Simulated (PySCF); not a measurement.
# Polarisability and C₆ of P (phosphorus, neutral)

[Ne] 3s2 3p3, high-spin 4S determinant. All numbers are calculated (PySCF 2.14, scalar relativity by spin-free X2C-1e, in dyall-acv3z (19s12p6d4f, 113 functions)). Coupled (time-dependent) response in atomic units; α is the mean over directions.

```csv
method,mean α (bohr³),C₆ (like pair),S(−4)
UHF,25.41,188.1,194.0
PBE,27.46,205.6,254.5
PBE0,26.38,195.9,222.8
MN15,27.03,198.5,242.9
BP86,27.74,208.2,259.1
```

S(−4) is the Cauchy moment in α(ω) = α(0) + S(−4) ω² + …

Reference α: 25 ± 1 bohr³ (recommended; Schwerdtfeger and Nagle, table of static dipole polarizabilities (2023 update)). Published C₆: 185.0 (Chu and Dalgarno (2004); Tang, Norbeck and Certain (1976)).

α(iu) at UHF:

```json
{"u (hartree)": "0", "α(iu) (bohr³)": "25.41"}
{"u (hartree)": "0.0500", "α(iu) (bohr³)": "24.93"}
{"u (hartree)": "0.100", "α(iu) (bohr³)": "23.63"}
{"u (hartree)": "0.200", "α(iu) (bohr³)": "19.71"}
{"u (hartree)": "0.300", "α(iu) (bohr³)": "15.64"}
{"u (hartree)": "0.500", "α(iu) (bohr³)": "9.675"}
{"u (hartree)": "0.750", "α(iu) (bohr³)": "5.697"}
{"u (hartree)": "1.00", "α(iu) (bohr³)": "3.681"}
{"u (hartree)": "1.50", "α(iu) (bohr³)": "1.890"}
{"u (hartree)": "2.00", "α(iu) (bohr³)": "1.161"}
{"u (hartree)": "3.00", "α(iu) (bohr³)": "0.5885"}
{"u (hartree)": "5.00", "α(iu) (bohr³)": "0.2601"}
```
